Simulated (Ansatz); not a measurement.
`FC1(F)CCC1(F)F`. Total charge 0; spin multiplicity 1. The geometry is a stationary point of PBE0-D4/def2-TZVP.

```xyz
12

F    -0.095   -2.029   -0.887
C     0.355   -0.965   -0.212
F     1.511   -1.311    0.392
C     0.455    0.367   -0.952
C    -0.155    1.067    0.291
C    -0.620   -0.298    0.794
F    -0.452   -0.582    2.091
F    -1.903   -0.560    0.470
H    -0.214    0.381   -1.812
H     1.461    0.656   -1.247
H     0.604    1.484    0.952
H    -0.949    1.791    0.120
```

(1) What is the dipole moment at PBE/def2-TZVPP? (An estimate is asked.)

(2) And with r2SCAN, B3LYP, ωB97M-V? (Estimate.)

(3) Give the Mulliken charges with PBE, B3LYP, ωB97M-V in def2-TZVPP. (An estimate is asked.)

## Answers

(1) Ansatz gave: 2.89 D, with components (0.54, 2.58, -1.19) D in this frame, pointing from negative to positive charge.

(2) Ansatz gave: r2SCAN 3.02 D, B3LYP 3.13 D, ωB97M-V 3.11 D.

(3) Ansatz gave: 
```csv
atom,PBE,B3LYP,ωB97M-V
F1,-0.14,-0.19,-0.18
C2,0.29,0.38,0.35
F3,-0.15,-0.19,-0.18
C4,-0.17,-0.20,-0.23
C5,-0.17,-0.20,-0.23
C6,0.29,0.38,0.35
F7,-0.14,-0.19,-0.18
F8,-0.15,-0.19,-0.18
H9,0.09,0.10,0.12
H10,0.09,0.10,0.12
H11,0.09,0.10,0.12
H12,0.09,0.10,0.12
```

B3LYP here is the variant with VWN-RPA as its local correlation; programs differ in this.
